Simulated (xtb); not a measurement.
H₇O₇Si₂, charge +1, singlet, geometry from GFN2-xTB; GFN0-xTB with ALPB(cs2) (xtb).

Here is a job for xtb.
```
$ xtb mol.xyz --gfn 0 --chrg 1 --alpb cs2 --json

# file mol.xyz
16

O      1.48956799     1.61452391     0.15518637
Si     1.50701182     0.02779887     0.34972997
O      1.25954908    -0.36134013     1.87274902
O      2.59193758    -0.86993965    -0.40434432
O      0.14224236    -0.58065139    -0.53135071
Si    -1.50150189    -0.05029107    -0.37031245
O     -1.52908749     1.46163017    -0.86587999
O     -2.10780866    -1.10633613    -1.40413417
O     -1.84890988    -0.14764465     1.18714632
H      1.76563598     2.08404689    -0.62991433
H      0.95017088     0.23561218     2.55121529
H      3.47348946    -1.04637238    -0.08690554
H      0.31366330    -1.28041343    -1.17169890
H     -1.55373757     2.22822375    -0.29657333
H     -2.96304825    -1.03731351    -1.81986332
H     -2.04324055    -0.95082977     1.66691473
```

Question: What does xtb print? Leave out banner, timings and long lists.

Answer: 
```
   ID    Z sym.   atoms
    1    8 O      1, 3-5, 7-9
    2   14 Si     2, 6
    3    1 H      10-16

           -------------------------------------------------
          |                Calculation Setup                |
           -------------------------------------------------

           -------------------------------------------------
          |                 G F N 0 - x T B                 |
           -------------------------------------------------

      * Solvation model:               ALPB
        Solvent                        cs2
        Parameter file                 internal GFN-FF/ALPB
        Dielectric constant                2.6400E+00
        Reference state                gsolv [1 M gas/solution]
        Free energy shift                  4.5141E-03 Eh       2.8326E+00 kcal/mol
        Temperature                        2.9815E+02 K
        Density                            1.2600E+00 kg/L
        Solvent mass                       7.6140E+01 g/mol
        Interaction kernel             P16
        Born radius scaling (c1)           1.2853E+00
        Born radii integrator          GBOBC
        Born offset                        0.0000E+00 a0       0.0000E+00 AA
        H-bond correction              false
        Ion screening                  false
        Surface tension                    1.0000E-05 Eh       1.5569E+01 dyn/cm
        Grid points                               230 per atom

          ...................................................
          :                      SETUP                      :
          :.................................................:
          :  # basis functions                  62          :
          :  # atomic orbitals                  60          :
          :  # shells                           34          :
          :  # electrons                        56          :
          :  electronic temp.          300.0000000     K    :
          :  accuracy                    1.0000000          :
          :  -> integral cutoff          0.2500000E+02      :
          :  -> integral neglect         0.1000000E-07      :
          ...................................................

         :::::::::::::::::::::::::::::::::::::::::::::::::::::
         ::                     SUMMARY                     ::
         :::::::::::::::::::::::::::::::::::::::::::::::::::::
         :: total energy             -28.652906180256 Eh    ::
         :: total w/o Gsasa/hb       -28.647976707640 Eh    ::
         :: gradient norm              0.033894935585 Eh/a0 ::
         :: HOMO-LUMO gap              5.896807077674 eV    ::
         ::.................................................::
         :: H0 energy                -29.847246483060 Eh    ::
         :: repulsion energy           0.253861431481 Eh    ::
         :: electrostat energy         0.946226577214 Eh    ::
         :: -> Gsolv                   0.000000000000 Eh    ::
         ::    -> Gsasa               -0.009443537018 Eh    ::
         ::    -> Gshift               0.004514064402 Eh    ::
         :: dispersion energy         -0.005747705891 Eh    ::
         :: short-range corr.          0.000000000000 Eh    ::
         :: add. restraining           0.000000000000 Eh    ::
         :: total charge               1.000000000000 e     ::
         :::::::::::::::::::::::::::::::::::::::::::::::::::::

           -------------------------------------------------
          |                Property Printout                |
           -------------------------------------------------

    * Orbital Energies and Occupations

         #    Occupation            Energy/Eh            Energy/eV
      -------------------------------------------------------------
         1        2.0000           -0.7106708             -19.3383
       ...           ...                  ...                  ...
        16        2.0000           -0.4684605             -12.7475
[...]
        30                         -0.1987377              -5.4079
        31                         -0.1889604              -5.1419
        32                         -0.1729753              -4.7069
        33                         -0.1720749              -4.6824
        34                         -0.1704005              -4.6368
        35                         -0.1687689              -4.5924
        36                         -0.1493667              -4.0645
        37                         -0.1490478              -4.0558
        38                         -0.1153543              -3.1390
        39                         -0.1108471              -3.0163
       ...                                ...                  ...
        60                          0.8592905              23.3825
      -------------------------------------------------------------
                  HL-Gap            0.2167037 Eh            5.8968 eV
             Fermi-level            0.0000000 Eh            0.0000 eV

     #   Z          covCN         q      C6AA      α(0)
     1   8 O        1.576    -0.633    25.826     6.871
     2  14 Si       3.192     1.001   153.124    25.290
     3   8 O        1.576    -0.593    24.860     6.741
     4   8 O        1.576    -0.624    25.607     6.841
     5   8 O        2.333    -0.559    23.943     6.623
     6  14 Si       3.192     1.001   153.124    25.290
     7   8 O        1.576    -0.593    24.860     6.741
     8   8 O        1.576    -0.624    25.607     6.841
     9   8 O        1.576    -0.633    25.826     6.871
    10   1 H        0.808     0.472     0.371     0.957
    11   1 H        0.809     0.466     0.379     0.967
    12   1 H        0.809     0.478     0.364     0.947
    13   1 H        0.807     0.423     0.443     1.046
    14   1 H        0.809     0.466     0.379     0.967
    15   1 H        0.809     0.478     0.364     0.947
    16   1 H        0.808     0.472     0.371     0.957

 Mol. C6AA /au·bohr⁶  :       3984.683305
 Mol. C8AA /au·bohr⁸  :     140970.625326
 Mol. α(0) /au        :        104.896317

Wiberg/Mayer (AO) data.
largest (>0.10) Wiberg bond orders for each atom

 ---------------------------------------------------------------------------
     #   Z sym  total        # sym  WBO       # sym  WBO       # sym  WBO
 ---------------------------------------------------------------------------
     1   8 O    2.202 --     2 Si   1.145    10 H    0.974
     2  14 Si   4.226 --     3 O    1.163     1 O    1.145     4 O    1.142
                             5 O    0.759
     3   8 O    2.212 --     2 Si   1.163    11 H    0.974
     4   8 O    2.205 --     2 Si   1.142    12 H    0.973
     5   8 O    2.631 --    13 H    0.968     6 Si   0.759     2 Si   0.759
     6  14 Si   4.226 --     7 O    1.163     9 O    1.145     8 O    1.142
                             5 O    0.759
     7   8 O    2.212 --     6 Si   1.163    14 H    0.974
     8   8 O    2.205 --     6 Si   1.142    15 H    0.973
     9   8 O    2.202 --     6 Si   1.145    16 H    0.974
    10   1 H    0.984 --     1 O    0.974
    11   1 H    0.983 --     3 O    0.974
    12   1 H    0.982 --     4 O    0.973
    13   1 H    0.993 --     5 O    0.968
    14   1 H    0.983 --     7 O    0.974
    15   1 H    0.982 --     8 O    0.973
    16   1 H    0.984 --     9 O    0.974
 ---------------------------------------------------------------------------

Topologies differ in total number of bonds
Writing topology from bond orders to xtbtopo.mol

 dipole moment from electron density (au)
     X       Y       Z
   0.0559  -0.2280  -0.2087  total (Debye):    0.798

           -------------------------------------------------
          | TOTAL ENERGY              -28.652906180256 Eh   |
          | GRADIENT NORM               0.033894935585 Eh/α |
          | HOMO-LUMO GAP               5.896807077674 eV   |
           -------------------------------------------------

normal termination of xtb
```
